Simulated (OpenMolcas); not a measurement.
# OpenMolcas run: Ag4+

Input:

```
&GATEWAY
Coord
1

Ag 0.0 0.0 0.0
Basis=ANO-RCC-VTZP
Group=XYZ
NoMove
AngMom=0.0 0.0 0.0
AMFI
&SEWARD
* reference wave functions (RASSCF and RASSI steps not shown): 7 electrons in 5 orbitals (4d)
>>> COPY JOB001 $Project.JobIph
&CASPT2
Multistate=10 1 2 3 4 5 6 7 8 9 10
Frozen=3 6
IPEA=0.25
Imaginary=0.1
MaxIter=60
WThr=0.0 0.3 0.05
PrWF=0.5
NoMix
>>> COPY JOB002 $Project.JobIph
&CASPT2
Multistate=40 1 2 3 4 5 6 7 8 9 10 11 12 13 14 15 16 17 18 19 20 21 22
23 24 25 26 27 28 29 30 31 32 33 34 35 36 37 38 39 40
Frozen=3 6
IPEA=0.25
Imaginary=0.1
MaxIter=60
WThr=0.0 0.3 0.05
PrWF=0.5
NoMix
```

Launched by
```bash
OMP_NUM_THREADS=1 MOLCAS_MEM=1689 MOLCAS_PROJECT=a pymolcas a.inp > a.log  # once for each step of the input, in one work folder
```

Output, cut to the results:

```
--- CASPT2 ---
Orbital specifications:
      -----------------------

      Symmetry species                           1   2
                                                ag  au
      Frozen orbitals                            3   6
      Inactive orbitals                          6   3
      Active orbitals                            5   0
      Secondary orbitals                        22  23
      Deleted orbitals                           0   0
      Number of basis functions                 36  32
Type of calculation                        MS-CASPT2
      Fock operator                              state-specific
      IPEA shift                                 0.25
      Real shift                                 0.00
      Imaginary shift                            0.10
      The input orbitals will be transformed to quasi-canonical
Reference energy:       -5307.9191505876
      E2 (Non-variational):      -0.4558370305
      Shift correction:          -0.0000762997
      E2 (Variational):          -0.4559133302
      Total energy:           -5308.3750639178
      Residual norm:              0.0000007140
      Reference weight:           0.95096
      Contributions to the CASPT2 correlation energy
      Active & Virtual Only:         -0.1283715876
      One Inactive Excited:          -0.2067008665
      Two Inactive Excited:          -0.1207645764
Reference energy:       -5307.9191505876
      E2 (Non-variational):      -0.4547494454
      Shift correction:          -0.0000752022
      E2 (Variational):          -0.4548246476
      Total energy:           -5308.3739752352
      Residual norm:              0.0000007443
      Reference weight:           0.95128
      Contributions to the CASPT2 correlation energy
      Active & Virtual Only:         -0.1277916209
      One Inactive Excited:          -0.2063045219
      Two Inactive Excited:          -0.1206533026
::    CASPT2 Root  1     Total energy:  -5308.37506392
::    CASPT2 Root  2     Total energy:  -5308.37397524
::    CASPT2 Root  3     Total energy:  -5308.37438423
::    CASPT2 Root  4     Total energy:  -5308.37303332
::    CASPT2 Root  5     Total energy:  -5308.37461417
::    CASPT2 Root  6     Total energy:  -5308.37469333
::    CASPT2 Root  7     Total energy:  -5308.37410050
::    CASPT2 Root  8     Total energy:  -5308.31396665
::    CASPT2 Root  9     Total energy:  -5308.31396667
::    CASPT2 Root 10     Total energy:  -5308.31396667
::    MS-CASPT2 Root  1     Total energy:  -5308.37591899
::    MS-CASPT2 Root  2     Total energy:  -5308.37543965
::    MS-CASPT2 Root  3     Total energy:  -5308.37506874
::    MS-CASPT2 Root  4     Total energy:  -5308.37450330
::    MS-CASPT2 Root  5     Total energy:  -5308.37384746
::    MS-CASPT2 Root  6     Total energy:  -5308.37276916
::    MS-CASPT2 Root  7     Total energy:  -5308.37237963
::    MS-CASPT2 Root  8     Total energy:  -5308.31395774
::    MS-CASPT2 Root  9     Total energy:  -5308.31394929
::    MS-CASPT2 Root 10     Total energy:  -5308.31393071
--- CASPT2 ---
Orbital specifications:
      -----------------------

      Symmetry species                           1   2
                                                ag  au
      Frozen orbitals                            3   6
      Inactive orbitals                          6   3
      Active orbitals                            5   0
      Secondary orbitals                        22  23
      Deleted orbitals                           0   0
      Number of basis functions                 36  32
Type of calculation                        MS-CASPT2
      Fock operator                              state-specific
      IPEA shift                                 0.25
      Real shift                                 0.00
      Imaginary shift                            0.10
      The input orbitals will be transformed to quasi-canonical
Reference energy:       -5307.8382662354
      E2 (Non-variational):      -0.4645264253
      Shift correction:          -0.0000793332
      E2 (Variational):          -0.4646057585
      Total energy:           -5308.3028719938
      Residual norm:              0.0000003749
      Reference weight:           0.94949
      Contributions to the CASPT2 correlation energy
      Active & Virtual Only:         -0.1324827465
      One Inactive Excited:          -0.2097252656
      Two Inactive Excited:          -0.1223184132
Reference energy:       -5307.8382662354
      E2 (Non-variational):      -0.4646090901
      Shift correction:          -0.0000793556
      E2 (Variational):          -0.4646884456
      Total energy:           -5308.3029546810
      Residual norm:              0.0000003666
      Reference weight:           0.94947
      Contributions to the CASPT2 correlation energy
      Active & Virtual Only:         -0.1325128426
      One Inactive Excited:          -0.2097876373
      Two Inactive Excited:          -0.1223086102
::    CASPT2 Root  1     Total energy:  -5308.30287199
::    CASPT2 Root  2     Total energy:  -5308.30295468
::    CASPT2 Root  3     Total energy:  -5308.30284329
::    CASPT2 Root  4     Total energy:  -5308.30298572
::    CASPT2 Root  5     Total energy:  -5308.30286930
::    CASPT2 Root  6     Total energy:  -5308.30285547
::    CASPT2 Root  7     Total energy:  -5308.30295836
::    CASPT2 Root  8     Total energy:  -5308.30289443
::    CASPT2 Root  9     Total energy:  -5308.30295725
::    CASPT2 Root 10     Total energy:  -5308.27945068
::    CASPT2 Root 11     Total energy:  -5308.27886445
::    CASPT2 Root 12     Total energy:  -5308.27995855
::    CASPT2 Root 13     Total energy:  -5308.28145426
::    CASPT2 Root 14     Total energy:  -5308.28306763
::    CASPT2 Root 15     Total energy:  -5308.28127017
::    CASPT2 Root 16     Total energy:  -5308.28047969
::    CASPT2 Root 17     Total energy:  -5308.28211988
::    CASPT2 Root 18     Total energy:  -5308.27935415
::    CASPT2 Root 19     Total energy:  -5308.28586065
...
```

Levels above the lowest, from the spin-orbit matrix with the single-state CASPT2 energies, averaged by term, on its diagonal:

```json
{"Configuration": "4d⁷", "Term": "⁴F", "J": "9/2", "E (cm⁻¹)": "0.0", "Measured (cm⁻¹)": "0.0", "g": "1.327", "Term weight %": "97", "Second": "3 ²G"}
{"Configuration": "4d⁷", "Term": "⁴F", "J": "7/2", "E (cm⁻¹)": "3500", "Measured (cm⁻¹)": "3690", "g": "1.236", "Term weight %": "99", "Second": ""}
{"Configuration": "4d⁷", "Term": "⁴F", "J": "5/2", "E (cm⁻¹)": "5580", "Measured (cm⁻¹)": "5816", "g": "1.033", "Term weight %": "97", "Second": "2 ²D(1)"}
{"Configuration": "4d⁷", "Term": "⁴F", "J": "3/2", "E (cm⁻¹)": "6860", "Measured (cm⁻¹)": "7097", "g": "0.420", "Term weight %": "95", "Second": "5 ²D(1)"}
{"Configuration": "4d⁷", "Term": "⁴P", "J": "3/2", "E (cm⁻¹)": "15240", "Measured (cm⁻¹)": "14204", "g": "1.613", "Term weight %": "73", "Second": "25 ²P"}
{"Configuration": "4d⁷", "Term": "⁴P", "J": "5/2", "E (cm⁻¹)": "15460", "Measured (cm⁻¹)": "14899", "g": "1.588", "Term weight %": "97", "Second": "2 ²D(1)"}
{"Configuration": "4d⁷", "Term": "²G", "J": "9/2", "E (cm⁻¹)": "17370", "Measured (cm⁻¹)": "16875", "g": "1.090", "Term weight %": "83", "Second": "14 ²H"}
{"Configuration": "4d⁷", "Term": "⁴P", "J": "1/2", "E (cm⁻¹)": "17750", "Measured (cm⁻¹)": "17067", "g": "2.456", "Term weight %": "89", "Second": "11 ²P"}
{"Configuration": "4d⁷", "Term": "²G", "J": "7/2", "E (cm⁻¹)": "20780", "Measured (cm⁻¹)": "20442", "g": "0.895", "Term weight %": "98", "Second": ""}
{"Configuration": "4d⁷", "Term": "²P", "J": "3/2", "E (cm⁻¹)": "22620", "Measured (cm⁻¹)": "", "g": "1.249", "Term weight %": "45", "Second": "29 ²D(1)"}
{"Configuration": "4d⁷", "Term": "²H", "J": "11/2", "E (cm⁻¹)": "23210", "Measured (cm⁻¹)": "22532", "g": "1.091", "Term weight %": "100", "Second": ""}
{"Configuration": "4d⁷", "Term": "²D(1)", "J": "5/2", "E (cm⁻¹)": "24870", "Measured (cm⁻¹)": "24361", "g": "1.206", "Term weight %": "94", "Second": "3 ⁴P"}
{"Configuration": "4d⁷", "Term": "²P", "J": "1/2", "E (cm⁻¹)": "26060", "Measured (cm⁻¹)": "24599", "g": "0.881", "Term weight %": "89", "Second": "11 ⁴P"}
{"Configuration": "4d⁷", "Term": "²H", "J": "9/2", "E (cm⁻¹)": "26830", "Measured (cm⁻¹)": "26368", "g": "0.938", "Term weight %": "86", "Second": "14 ²G"}
{"Configuration": "4d⁷", "Term": "²D(1)", "J": "3/2", "E (cm⁻¹)": "30830", "Measured (cm⁻¹)": "30134", "g": "0.984", "Term weight %": "64", "Second": "29 ²P"}
{"Configuration": "4d⁷", "Term": "²F", "J": "5/2", "E (cm⁻¹)": "35900", "Measured (cm⁻¹)": "34635", "g": "0.865", "Term weight %": "98", "Second": ""}
{"Configuration": "4d⁷", "Term": "²F", "J": "7/2", "E (cm⁻¹)": "37710", "Measured (cm⁻¹)": "36594", "g": "1.140", "Term weight %": "98", "Second": ""}
{"Configuration": "4d⁷", "Term": "²D(2)", "J": "3/2", "E (cm⁻¹)": "57010", "Measured (cm⁻¹)": "55041", "g": "0.800", "Term weight %": "99", "Second": ""}
{"Configuration": "4d⁷", "Term": "²D(2)", "J": "5/2", "E (cm⁻¹)": "58720", "Measured (cm⁻¹)": "56772", "g": "1.196", "Term weight %": "98", "Second": ""}
```

Against the 17 measured excited levels shown (the list in Gamrath, thesis, University of Mons (2023)) the mean absolute deviation is 820 cm-1; the largest miss in energy is 4d⁷ ²D_3/2(2): computed 57010, measured 55041 cm⁻¹ (+3.6 %), and the largest in proportion 4d⁷ ⁴P_3/2 [73 %] (+7.3 %).

Term energies are means over components that CASPT2 splits; among the terms shown or strongly mixed into the levels shown the widest spread is 810 cm-1 (4d⁷ ²H). The CASPT2 spread within a term exceeds the gap to the next term for 4d⁷ ²P and 4d⁷ ²H, so the order of their levels is uncertain. Measured partners are found by configuration, term and J. A level has none where our copy of the source lacks it or the pairing is in doubt (some pairs that miss far off the trend of their configuration count as doubtful), and it then counts in no deviation. Only configurations of the active space appear.

The CASPT2 steps took 9 s on 1 thread of Intel(R) Xeon(R) 6975P-C (Granite Rapids), on a shared host; the integral step is not counted.

The term weight is that of the spin-free term in the level, not the purity of its configuration. A share in square brackets marks a mixed level and gives the weight of the term that names it. A number in round brackets counts repeated terms of one configuration in the order of the reference energies.
